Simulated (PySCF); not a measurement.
The dipole of `N#CC1=CC[C@H](CCl)C(F)=C1` from its density and from atomic charges.

Coordinates (GFN2-xTB, Å) and charges (e) from the PBE0/pcSseg-1 density (PySCF):

| atom | x | y | z | Mulliken | IAO | Hirshfeld | ESP-fitted |
| --- | --- | --- | --- | --- | --- | --- | --- |
| N1 | 3.830 | 1.439 | -0.747 | -0.2418 | -0.2405 | -0.2209 | -0.4875 |
| C2 | 2.839 | 0.920 | -0.502 | +0.1543 | +0.1426 | +0.0774 | +0.4840 |
| C3 | 1.620 | 0.281 | -0.178 | -0.2147 | -0.0497 | -0.0009 | -0.2421 |
| C4 | 0.987 | -0.514 | -1.056 | -0.0529 | -0.0983 | -0.0164 | +0.0121 |
| C5 | -0.270 | -1.234 | -0.694 | -0.0718 | -0.2692 | -0.0620 | -0.4444 |
| C6 | -1.077 | -0.545 | 0.417 | -0.3719 | -0.1361 | -0.0303 | +0.3294 |
| C7 | -2.058 | 0.501 | -0.128 | -0.1199 | -0.2405 | -0.0314 | -0.4597 |
| Cl8 | -1.213 | 1.774 | -1.056 | -0.1406 | -0.1052 | -0.0523 | -0.0914 |
| C9 | -0.161 | 0.101 | 1.416 | +0.3606 | +0.2959 | +0.0945 | +0.1488 |
| F10 | -0.720 | 0.302 | 2.627 | -0.2760 | -0.2651 | -0.0760 | -0.1857 |
| C11 | 1.073 | 0.511 | 1.154 | -0.0471 | -0.2102 | -0.0752 | -0.1784 |
| H12 | 1.402 | -0.699 | -2.035 | +0.1022 | +0.1705 | +0.0621 | +0.1344 |
| H13 | -0.899 | -1.349 | -1.579 | +0.1413 | +0.1572 | +0.0531 | +0.1864 |
| H14 | 0.011 | -2.243 | -0.367 | +0.1637 | +0.1641 | +0.0551 | +0.1549 |
| H15 | -1.689 | -1.290 | 0.939 | +0.1553 | +0.1656 | +0.0558 | +0.0391 |
| H16 | -2.778 | 0.040 | -0.803 | +0.1684 | +0.1631 | +0.0525 | +0.1887 |
| H17 | -2.582 | 0.998 | 0.689 | +0.1767 | +0.1719 | +0.0514 | +0.2209 |
| H18 | 1.677 | 1.014 | 1.892 | +0.1142 | +0.1837 | +0.0639 | +0.1906 |

What dipole does each set of charges give (1 e·Å = 4.803 D), and what does the density give?

The full density gives (-4.52, -3.85, 0.21) D, 5.94 D in size; dipole vectors point from the negative to the positive end.

```tsv
scheme	μx	μy	μz	size (D)	share of the full size (%)	angle to the full dipole (°)
Mulliken	-4.50	-4.13	-0.75	6.15	104	9
IAO	-3.38	-3.77	-0.92	5.15	87	15
Hirshfeld	-3.52	-2.39	0.08	4.26	72	6
ESP-fitted	-4.57	-3.88	0.21	6.00	101	0
```

Which set comes closest?

Length of the difference vector: ESP-fitted 0.06 D, Mulliken 1.00 D, IAO 1.61 D, Hirshfeld 1.77 D. Closest: ESP-fitted. The schemes that divide the density aren't constrained to reproduce the dipole.

What is left for the Hirshfeld atoms' own dipoles?

The shares of the density sum to the whole, so what Σ q r misses lies in dipoles about the nuclei. The atomic dipoles sum to (-4.52, -3.85, 0.21) − (-3.52, -2.39, 0.08) = (-1.00, -1.46, 0.13) D, 1.77 D in size.

With the origin at the mean of the coordinates, (0.000, 0.000, -0.001) Å, which are the largest single terms, by size, of the Mulliken dipole along the direction of the full one?

N1 +4.50, C6 -2.12, C2 -2.06, H16 +1.67, H15 +1.61 D; all 18 atoms together +6.07 D. The single terms depend on the origin, their sum doesn't.

Give the size of the full dipole in other units.

5.94 D = 2.338 au = 1.237 e·Å = 19.82 × 10⁻³⁰ C·m.

Isolated species at its GFN2-xTB geometry (one conformer only).

The run behind these numbers computed NMR shieldings as well. Hardware: one thread, Arm Neoverse V1, shared host. Cost: 46 s wall.

Conformer computed: `[N:1]#[C:2][C:3]1=[CH:4][CH2:5][C@H:6]([CH2:7][Cl:8])[C:9]([F:10])=[CH:11]1`: C5–C6–C7–Cl8 -59°.
